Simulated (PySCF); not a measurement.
Computed IR spectrum (relative IR intensity) of a molecule C2H7NOSi2. Geometry: PBE-D3(BJ)/def2-SVP. One conformer was computed; it need not be the lowest. Computed with PBE-D3(BJ)/def2-SVP run with PySCF. Frequencies are harmonic and unscaled.

Lines under 2 % of the strongest are left out, and lines within 2 cm⁻¹ are merged.

ν (cm⁻¹): 441 (w), 593 (m), 651 (w), 662 (w), 672 (vw), 721 (m), 766 (w), 885 (vs), 915 (s), 927 (vs), 957 (w), 973 (w), 1141 (w), 1314 (w), 1377 (w), 1390 (w), 1614 (m), 2159 (m), 2165 (m), 2191 (s), 3081 (vw) (against the strongest line: vs over 80 %, s over 45 %, m over 15 %, w over 4 %, vw less)

Task: Which structure fits?
A. O[Si@H]1C[SiH2]C=N1
B. CC1=N[SiH2]O[SiH2]1
C. C[SiH2][SiH2]OC#N
D. N[Si@]1(O)C=C[SiH2]1

Result: B, CC1=N[SiH2]O[SiH2]1
